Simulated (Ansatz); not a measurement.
The same molecule with X = O, S, Se. Ansatz, PBE0-D4/def2-TZVP geometries, multiplicity 1. Each molecule was computed in one conformer, which needn't be the lowest.

Scalar relativity is left out up to krypton.

```tsv
X	molecule	mean X–C bond length / Å	mean X–H bond length / Å	LUMO energy (B3LYP/def2-TZVPP) / eV	size of the dipole moment (PBE/def2-TZVPP) / D	HOMO–LUMO gap (PBE/def2-TZVPP) / eV
O	`O/C=N/[SiH3]`	1.335	0.969	-0.39	0.64	5.16
S	`[SiH3]/N=C\S`	1.769	1.345	-1.21	0.74	3.97
```

Give the row for X = Se, `[SiH3]/N=C\[SeH]`. (An estimate is asked.)

Ansatz gave: 
```
 X            molecule  mean X–C bond length / Å  mean X–H bond length / Å  LUMO energy (B3LYP/def2-TZVPP) / eV  size of the dipole moment (PBE/def2-TZVPP) / D  HOMO–LUMO gap (PBE/def2-TZVPP) / eV
Se  `[SiH3]/N=C\[SeH]`                     1.937                     1.468                                -1.20                                            1.13                                 3.93
```

From O to Se the mean X–C bond length rises at each step, by 0.602 Å in all; the mean X–H bond length rises at each step, by 0.499 Å in all; the LUMO energy (B3LYP/def2-TZVPP) isn't monotonic: highest at O, lowest at S; the HOMO–LUMO gap (PBE/def2-TZVPP) falls at each step, by 1.23 eV in all. Bonds lengthen as the atom grows down the group. Dipoles are sizes alone, and their direction can turn along the series.

B3LYP here is the variant with VWN-RPA as its local correlation; programs differ in this.

Spin–orbit coupling is left out; it splits and shifts lone-pair levels of the heavy atoms by tenths of an eV.
